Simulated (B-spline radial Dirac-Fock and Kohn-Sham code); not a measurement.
# Br⁻: non-radiative channels of the L2 vacancy

System: the Br⁻ ion, 1s2 2s2 2p6 3s2 3p6 3d10 4s2 4p6, inside a Watson sphere of charge +1 and radius 2.352 Å (a model of the Madelung potential; inside it an electron's potential energy is lowered by 6.1 eV).

Level of theory: independent-particle radiative and Coulomb Auger rates from relativistic LDA hole-state orbitals, with Dirac-Fock energies; a radial B-spline solver. Kinetic energies are configuration averages from the vacuum level; the two-hole energies are estimated from single-hole states.

```
transition  kinetic energy (eV)  width (meV)  share (%)
   L2-L3N1                10.97         22.6        2.0
   L2-L3N2                27.63         51.8        4.6
   L2-L3N3                28.31         20.4        1.8
   L2-M1M2               1120.6         49.3        4.4
   L2-M2M2               1183.1         44.5        3.9
   L2-M2M3               1192.3          153       13.5
   L2-M2M5               1309.4          131       11.6
   L2-M2M4               1311.5         69.8        6.2
   L2-M3M4               1315.7         87.0        7.7
   L2-M3M5               1318.4         11.8        1.0
   L2-M2N3               1386.0         12.2        1.1
   L2-M3N2               1392.3         10.1        0.9
   L2-M4M4               1432.4         71.8        6.3
   L2-M4M5               1433.0          323       28.5
   L2-M5M5               1434.4         14.9        1.3
   L2-M5N2               1510.0         8.02        0.7
```

The listed channels hold 95 % of the non-radiative rate. Summed by principal shells, of 1.13 eV in all: LMM 86.1 %, LLN 8.4 %, LMN 5.4 %.

Values without a named source are computed, but for edge energies of neutral atoms, which are taken from tables.
